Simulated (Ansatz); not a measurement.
Computed with Ansatz.

A structure relaxed at PBE0-D4/def2-TZVP, charge 0, multiplicity 1:

```json
{"atom": "C1", "x (Å)": "-1.442", "y (Å)": "0.865", "z (Å)": "-1.469"}
{"atom": "Ti2", "x (Å)": "-0.166", "y (Å)": "-0.517", "z (Å)": "-0.563"}
{"atom": "N3", "x (Å)": "1.407", "y (Å)": "-0.352", "z (Å)": "-1.562"}
{"atom": "Cl4", "x (Å)": "-1.160", "y (Å)": "-2.446", "z (Å)": "-1.111"}
{"atom": "C5", "x (Å)": "-0.676", "y (Å)": "-0.700", "z (Å)": "1.693"}
{"atom": "C6", "x (Å)": "-0.749", "y (Å)": "0.670", "z (Å)": "1.369"}
{"atom": "C7", "x (Å)": "0.551", "y (Å)": "1.118", "z (Å)": "1.042"}
{"atom": "C8", "x (Å)": "1.403", "y (Å)": "0.017", "z (Å)": "1.194"}
{"atom": "F9", "x (Å)": "2.713", "y (Å)": "0.044", "z (Å)": "0.982"}
{"atom": "C10", "x (Å)": "0.668", "y (Å)": "-1.120", "z (Å)": "1.561"}
{"atom": "H11", "x (Å)": "-1.449", "y (Å)": "0.566", "z (Å)": "-2.524"}
{"atom": "H12", "x (Å)": "-1.117", "y (Å)": "1.904", "z (Å)": "-1.400"}
{"atom": "H13", "x (Å)": "-2.459", "y (Å)": "0.773", "z (Å)": "-1.078"}
{"atom": "H14", "x (Å)": "1.382", "y (Å)": "-0.672", "z (Å)": "-2.524"}
{"atom": "H15", "x (Å)": "2.344", "y (Å)": "-0.071", "z (Å)": "-1.314"}
{"atom": "H16", "x (Å)": "-1.507", "y (Å)": "-1.339", "z (Å)": "1.948"}
{"atom": "H17", "x (Å)": "-1.641", "y (Å)": "1.275", "z (Å)": "1.357"}
{"atom": "H18", "x (Å)": "0.839", "y (Å)": "2.103", "z (Å)": "0.710"}
{"atom": "H19", "x (Å)": "1.058", "y (Å)": "-2.117", "z (Å)": "1.691"}
```

Q: Give its formula and SMILES.

A: C6H9ClFNTi, `[CH3][Ti]1234([NH2])([Cl])[C@@H]5[C@H]1[C@H]2[C@@]3(F)[C@@H]54`.

Q: Point group (tolerance 0.08 Å, 0.16 Å for H)?

A: C1.

Q: Summarise the bond lengths by kind.

A: 6 × C–Ti 2.087 to 2.415 Å; 7 × C–H 1.078 to 1.097 Å; 1 × N–Ti 1.871 Å; 1 × Cl–Ti 2.238 Å; 2 × H–N 1.009 to 1.014 Å; 5 × C–C 1.400 to 1.415 Å; 1 × C–F 1.328 Å.
